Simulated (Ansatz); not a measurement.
A run of Ansatz (development build ahead of 0.2.0) on doublet BeH at this shape:

```xyz
2

Be    0.0000    0.0000   -0.2934
H     0.0000    0.0000    1.1738
```

Its results:

- Converged: yes
- Total energy: -15.14673 hartree
- Spin squared of the determinant: 0.754

(1) Which input gives this output? Name the method, the orbitals and the basis set, and write the input.

Answers

(1) UHF in cc-pVDZ.

```yaml
crystal:
  periodic: [false, false, false]
  atoms:
    - { symbol: Be, position_ang: [0.0, 0.0, -0.29344] }
    - { symbol: H, position_ang: [0.0, 0.0, 1.17378] }
basis:
  gaussian: { orbitals: cc-pVDZ }
magnetization:
  spin_polarized: true
  initial_magnetization: 1
hamiltonian:
  xc: hf
```
